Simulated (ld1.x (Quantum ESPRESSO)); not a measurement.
Configuration tests for phosphorus (P) (TM)

| Item | Value |
| --- | --- |
| Element | P (Z = 15) |
| Generator | ld1.x (Quantum ESPRESSO) 7.5 |
| Type | norm-conserving Troullier–Martins (Kleinman–Bylander form) |
| Functional | PBE |
| Relativity | non-relativistic |
| Frozen core | [Ne] |
| Valence charge | 5 |
| Reference configuration | 3s1.5 3p3.5 |
| Partial waves | 3s (bound): rc 1.65 bohr; 3d channel at 0.05 Ry: rc 1.80 bohr; 3p (bound): rc 1.30 bohr |
| Local potential | the p channel |
| Core correction | a·sin(br)/r model core inside 0.75 bohr |

Energies are relative to the spin-unpolarised reference configuration 3s1.5 3p3.5; without spin polarisation the order of configurations can differ from experiment.

```csv
valence configuration,charge,ΔE all-electron (eV),error AE − PS (meV)
3s2 3p3,0,-4.207,+0.2
3s2 3p1,+2,24.694,+18
3s1 3p4,0,4.241,+0.3
3s1 3p3,+1,14.561,+5.6
3s1 3p0,+4,106.325,+109
3s2 3p2.5,+0.5,-0.426,+0.2
```

What are ΔE and the potential's error for 3s2 3p2?

ΔE = 5.535 eV all-electron; the error (AE − PS) is +2.4 meV.
